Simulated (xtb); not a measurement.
C₅H₁₁O₃Si, doublet, at a GFN2-xTB geometry; xtb with GFN2-xTB.

The xtb input:
```
$ xtb mol.xyz --gfn 2 --uhf 1 --opt --json

# file mol.xyz
20

C      0.25473358    -2.47061805    -1.61680251
C      0.43458151    -1.47576521    -0.81249238
Si     0.01275147     0.09278746     0.08135978
O      1.23086558     1.15890089    -0.01229605
C      2.52262048     1.02300604     0.50528301
O     -0.27218109    -0.21339121     1.64768540
C     -1.32254073    -0.95640572     2.19301956
O     -1.30300575     0.84818837    -0.51421680
C     -1.42236083     1.49488080    -1.74707950
H      0.99642972    -3.25171015    -1.75398004
H     -0.64169987    -2.61532883    -2.22087272
H      2.48925587     0.77650130     1.56758066
H      3.03822725     1.97398997     0.36594804
H      3.06434248     0.23438162    -0.02232683
H     -1.21813836    -2.01275110     1.93297092
H     -2.28425438    -0.59697246     1.82354500
H     -1.28174078    -0.84374650     3.27706891
H     -2.36318200     2.04684569    -1.74331578
H     -1.43325809     0.76496654    -2.56101375
H     -0.59213621     2.18462818    -1.90559112
```

Output, abridged:

```
   ID    Z sym.   atoms
    1    6 C      1, 2, 5, 7, 9
    2   14 Si     3
    3    8 O      4, 6, 8
    4    1 H      10-20

           -------------------------------------------------
          |                Calculation Setup                |
           -------------------------------------------------

           -------------------------------------------------
          |                 G F N 2 - x T B                 |
           -------------------------------------------------

          ...................................................
          :                      SETUP                      :
          :.................................................:
          :  # basis functions                  53          :
          :  # atomic orbitals                  52          :
          :  # shells                           30          :
          :  # electrons                        53          :
          :  max. iterations                   250          :
          :  Hamiltonian                  GFN2-xTB          :
          :  restarted?                      false          :
          :  GBSA solvation                  false          :
          :  PC potential                    false          :
          :  electronic temp.          300.0000000     K    :
          :  accuracy                    1.0000000          :
          :  -> integral cutoff          0.2500000E+02      :
          :  -> integral neglect         0.1000000E-07      :
          :  -> SCF convergence          0.1000000E-05 Eh   :
          :  -> wf. convergence          0.1000000E-03 e    :
          :  Broyden damping             0.4000000          :
          :  net charge                          0          :
          :  unpaired electrons                  1          :
          ...................................................

 iter      E             dE          RMSdq      gap      omega  full diag
   1    -30.4885098 -0.304885E+02  0.685E+00    2.76       0.0  T
   2    -30.5612867 -0.727769E-01  0.411E+00    2.61       1.0  T
   3    -30.5601382  0.114846E-02  0.111E+00    2.61       1.0  T
   4    -30.5627848 -0.264663E-02  0.706E-01    2.58       1.0  T
   5    -30.5665002 -0.371536E-02  0.397E-01    2.59       1.0  T
   6    -30.5665755 -0.752758E-04  0.140E-01    2.61       1.0  T
   7    -30.5665949 -0.193775E-04  0.107E-01    2.57       1.0  T
   8    -30.5667368 -0.141981E-03  0.294E-02    2.60       1.0  T
   9    -30.5667376 -0.791142E-06  0.690E-03    2.60       3.2  T
  10    -30.5667377 -0.611565E-07  0.163E-03    2.60      13.7  T
  11    -30.5667377 -0.145650E-07  0.328E-04    2.60      68.2  T
  12    -30.5667377 -0.231626E-09  0.151E-04    2.60     147.9  T

   *** convergence criteria satisfied after 12 iterations ***

         :::::::::::::::::::::::::::::::::::::::::::::::::::::
         ::                     SUMMARY                     ::
         :::::::::::::::::::::::::::::::::::::::::::::::::::::
         :: total energy             -30.238106923090 Eh    ::
         :: gradient norm              0.000061135519 Eh/a0 ::
         :: HOMO-LUMO gap              2.599017768911 eV    ::
         ::.................................................::
         :: SCC energy               -30.566608664000 Eh    ::
         :: -> isotropic ES            0.076747783483 Eh    ::
         :: -> anisotropic ES          0.000337447375 Eh    ::
         :: -> anisotropic XC          0.004390331732 Eh    ::
         :: -> dispersion             -0.013698789736 Eh    ::
         :: repulsion energy           0.328501740910 Eh    ::
         :: add. restraining           0.000000000000 Eh    ::
         :: total charge              -0.000000000000 e     ::
         :::::::::::::::::::::::::::::::::::::::::::::::::::::

      -----------------------------------------------------------
     |                   =====================                   |
     |                        A N C O P T                        |
     |                   =====================                   |
     |               Approximate Normal Coordinate               |
     |                Rational Function Optimizer                |
      -----------------------------------------------------------
      -----------------------------------------------------------
     |                   =====================                   |
     |                        A N C O P T                        |
     |                   =====================                   |
     |               Approximate Normal Coordinate               |
     |                Rational Function Optimizer                |
      -----------------------------------------------------------

          ...................................................
          :                      SETUP                      :
          :.................................................:
          :   optimization level            normal          :
          :   max. optcycles                   200          :
          :   ANC micro-cycles                  20          :
          :   degrees of freedom                54          :
          :.................................................:
          :   RF solver                   davidson          :
          :   write xtbopt.log                true          :
          :   linear?                        false          :
          :   energy convergence         0.5000000E-05 Eh   :
          :   grad. convergence          0.1000000E-02 Eh/α :
          :   maxmium RF displ.          1.0000000          :
          :   Hlow (freq-cutoff)         0.1000000E-01      :
          :   Hmax (freq-cutoff)         5.0000000          :
          :   S6 in model hess.         20.0000000          :
          ...................................................

generating ANC from exact Hessian ...
Using Lindh-Hessian (1995)
 Shifting diagonal of input Hessian by    9.6692660256479188E-003
[...]
 * total energy  :   -30.2381069 Eh     change       -0.6130563E-10 Eh
   *** GEOMETRY OPTIMIZATION CONVERGED AFTER 1 ITERATIONS ***
         :: total energy             -30.238106923153 Eh    ::
[...]
       ...           ...                  ...                  ...
        15        2.0000           -0.5151539             -14.0181
        16        2.0000           -0.5143173             -13.9953
        17        2.0000           -0.5131848             -13.9645
        18        2.0000           -0.4905115             -13.3475
        19        2.0000           -0.4702736             -12.7968
        20        2.0000           -0.4356509             -11.8547
        21        2.0000           -0.4335606             -11.7978
        22        2.0000           -0.4316443             -11.7456
        23        2.0000           -0.4170407             -11.3483
        24        2.0000           -0.4153302             -11.3017
        25        2.0000           -0.4134041             -11.2493
        26        2.0000           -0.4089499             -11.1281
        27        1.0000           -0.3136634              -8.5352 (HOMO)
        28                         -0.2181512              -5.9362 (LUMO)
        29                         -0.0788448              -2.1455
        30                         -0.0623181              -1.6958
        31                         -0.0586910              -1.5971
        32                          0.0407786               1.1096
        33                          0.0498356               1.3561
        34                          0.0684837               1.8635
        35                          0.1495039               4.0682
        36                          0.1503920               4.0924
        37                          0.1507947               4.1033
        38                          0.1618915               4.4053
       ...                                ...                  ...
        52                          0.8473886              23.0586
      -------------------------------------------------------------
                  HL-Gap            0.0955122 Eh            2.5990 eV
             Fermi-level           -0.3136070 Eh           -8.5337 eV

     #   Z          covCN         q      C6AA      α(0)
     1   6 C        2.831    -0.075    29.873     8.956
     2   6 C        1.861    -0.125    34.654     9.509
     3  14 Si       3.389     0.632   104.391    20.170
     4   8 O        1.621    -0.356    20.034     6.041
     5   6 C        3.691     0.037    20.123     6.419
     6   8 O        1.621    -0.354    19.990     6.035
     7   6 C        3.691     0.038    20.118     6.418
     8   8 O        1.621    -0.353    19.979     6.033
     9   6 C        3.688     0.038    20.122     6.420
    10   1 H        0.925     0.070     2.082     2.256
    11   1 H        0.924     0.064     2.149     2.292
    12   1 H        0.924     0.041     2.433     2.439
    13   1 H        0.924     0.051     2.309     2.376
    14   1 H        0.924     0.036     2.500     2.473
    15   1 H        0.924     0.034     2.533     2.489
    16   1 H        0.924     0.040     2.450     2.448
    17   1 H        0.924     0.053     2.288     2.365
    18   1 H        0.924     0.054     2.273     2.358
    19   1 H        0.924     0.033     2.542     2.493
    20   1 H        0.924     0.042     2.421     2.433

 Mol. C6AA /au·bohr⁶  :       4202.879541
 Mol. C8AA /au·bohr⁸  :     112562.812598
 Mol. α(0) /au        :        102.425836

Wiberg/Mayer (AO) data.
largest (>0.10) Wiberg bond orders for each atom

 ---------------------------------------------------------------------------
     #   Z sym  total        # sym  WBO       # sym  WBO       # sym  WBO
 ---------------------------------------------------------------------------
     1   6 C    3.991 --     2 C    2.116    10 H    0.922    11 H    0.905
     2   6 C    3.380 --     1 C    2.116     3 Si   0.995
     3  14 Si   4.341 --     6 O    1.106     4 O    1.106     8 O    1.089
                             2 C    0.995
     4   8 O    2.264 --     3 Si   1.106     5 C    0.997
     5   6 C    3.945 --     4 O    0.997    12 H    0.986    14 H    0.984
                            13 H    0.982
     6   8 O    2.266 --     3 Si   1.106     7 C    0.999
     7   6 C    3.946 --     6 O    0.999    16 H    0.986    15 H    0.984
                            17 H    0.981
     8   8 O    2.267 --     3 Si   1.089     9 C    0.999
     9   6 C    3.945 --     8 O    0.999    20 H    0.986    19 H    0.983
                            18 H    0.980
    10   1 H    0.992 --     1 C    0.922
    11   1 H    0.989 --     1 C    0.905
    12   1 H    0.998 --     5 C    0.986
    13   1 H    0.997 --     5 C    0.982
    14   1 H    0.999 --     5 C    0.984
    15   1 H    0.999 --     7 C    0.984
    16   1 H    0.998 --     7 C    0.986
    17   1 H    0.997 --     7 C    0.981
    18   1 H    0.997 --     9 C    0.980
    19   1 H    0.999 --     9 C    0.983
    20   1 H    0.998 --     9 C    0.986
 ---------------------------------------------------------------------------

Topologies differ in total number of bonds
Writing topology from bond orders to xtbtopo.mol

molecular dipole:
                 x           y           z       tot (Debye)
 q only:        0.077      -0.591      -0.413
   full:       -0.024      -0.582      -0.463       1.893
molecular quadrupole (traceless):
                xx          xy          yy          xz          yz          zz
 q only:        0.807       1.009      -1.078       0.769      -1.142       0.271
  q+dip:       -1.272       0.244       1.376       0.932       2.718      -0.104
   full:        0.417       1.394      -0.880       1.123      -0.356       0.463

optimized geometry written to: xtbopt.xyz

           -------------------------------------------------
          | TOTAL ENERGY              -30.238106923153 Eh   |
          | GRADIENT NORM               0.000060685952 Eh/α |
          | HOMO-LUMO GAP               2.599018926788 eV   |
           -------------------------------------------------

normal termination of xtb
```
